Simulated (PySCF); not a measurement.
**Telling isomers of C₅H₁₁FOSi apart by NMR**

Calculated, not measured (PySCF 2.14): PBE0/pcSseg-1 with gauge-including orbitals, structure optimised with GFN2-xTB. In vacuum, equivalent nuclei averaged, single conformer, non-relativistic Hamiltonian.

Shifts are taken against calculated references (same method and geometry level): TMS for ¹H (σref 31.72) and ¹³C (σref 186.93). Splittings of carbon signals by F and P are missing where no couplings were computed. Where no couplings were computed, multiplicities follow the n + 1 count of equivalent neighbours, and m marks all less simple cases (inequivalent or close neighbours, rings, F or P nearby). Shifts are as computed. Against solution values, carbons near 30 ppm lie about +3 ppm off and those near 130 ppm about +5 ppm. Of 1309 compounds with measured shifts, 239 miss one by over three times the rms of a fit or turn the order of signals round; such compounds aren't used in these exercises. OH and NH positions are gas-phase values without hydrogen bonding to other molecules.

(1) Tabulate the signals of `C[C@@H](F)[C@@H]1CC[Si@H]1O`, `COC/C(C)=C\[SiH2]F`, `C[C@@H]([SiH3])[C@@](C)(F)C=O` and their relative energies.

(2) What is the quickest way to tell C[C@@H](F)[C@@H]1CC[Si@H]1O from COC/C(C)=C\[SiH2]F?

(3) What is the quickest way to tell COC/C(C)=C\[SiH2]F from C[C@@H]([SiH3])[C@@](C)(F)C=O?

(4) What is the quickest way to tell C[C@@H](F)[C@@H]1CC[Si@H]1O from C[C@@H]([SiH3])[C@@](C)(F)C=O?

## Answers

(1) 
| SMILES | carbon types | δC | δH | E rel. (kcal/mol) |
| --- | --- | --- | --- | --- |
| C[C@@H](F)[C@@H]1CC[Si@H]1O | 2×CH 2×CH2 1×CH3 | 92.9, 47.5, 22.1, 18.9, 14.5 | 5.61 (m, 1H), 5.01 (m, 1H), 2.04 (m, 1H), 1.97 (m, 1H), 1.95 (m, 1H), 1.53 (br s, 1H), 1.42 (m, 1H), 1.26 (m, 1H), 1.24 (m, 3H) | 0.0 |
| COC/C(C)=C\[SiH2]F | 1×C 1×CH 1×CH2 2×CH3 | 164.4, 127.4, 79.2, 60.0, 25.8 | 5.86 (m, 1H), 5.19 (m, 2H), 3.98 (s, 2H), 3.63 (s, 3H), 1.92 (s, 3H) | 5.4 |
| C[C@@H]([SiH3])[C@@](C)(F)C=O | 1×C 2×CH 2×CH3 | 216.1, 105.2, 24.5, 18.2, 14.3 | 10.15 (m, 1H), 3.97 (d, 3H), 1.56 (m, 1H), 1.38 (m, 3H), 1.26 (d, 3H) | 31.6 |

Energies are electronic energies at PBE0/pcSseg-1 on these geometries, without zero-point or thermal terms, each for the one conformer computed, which needn't be the lowest.

(2) Both give the same number of carbon signals, but DEPT or the intensities differ. The first has an sp3 CH bonded to Si at 47.5 ppm, the second a fully substituted alkene carbon (C) at 164.4 ppm. Their most deshielded carbons lie at 92.9 and 164.4 ppm.

(3) Both give the same number of carbon signals, but DEPT or the intensities differ. The first has an alkene CH at 127.4 ppm, the second an aldehyde carbonyl carbon (CH) at 216.1 ppm. Their most deshielded carbons lie at 164.4 and 216.1 ppm. In the proton spectra the most deshielded non-exchanging signals are 5.86 (m, 1H) and 10.15 (m, 1H).

(4) Both give the same number of carbon signals, but DEPT or the intensities differ. The first has an sp3 CH bonded to F at 92.9 ppm, the second an aldehyde carbonyl carbon (CH) at 216.1 ppm. In the proton spectra the most deshielded non-exchanging signals are 5.61 (m, 1H) and 10.15 (m, 1H).
